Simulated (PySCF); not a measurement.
Successive ionisation energies of one element at GHF (spin-free), starting from the ion with 24 electrons. Calculated with PySCF 2.14, two-component X2C-1e (Gaussian nucleus, no Breit or QED terms), each ion in its own even-tempered basis; GMP2 freezes the deep shells of the larger ions and drops the highest virtual spinors; eV.

1146.8, 1239.1, 1307.2, 1381.5, 1457.4, 1530.1, 1760.7, 1826.5, 1893.2, 1983.8, 2052.2, 2121.9

**Question.** Which element is it?

**Answer.** Silver (Ag, Z = 47); the list starts at Ag²³⁺. The hydrogenic estimate 13.606 eV × (q + 1)²/n² with q = 23 and n = 3 gives 870.76 eV for the first entry, a lower bound because the other electrons screen the nucleus only in part.
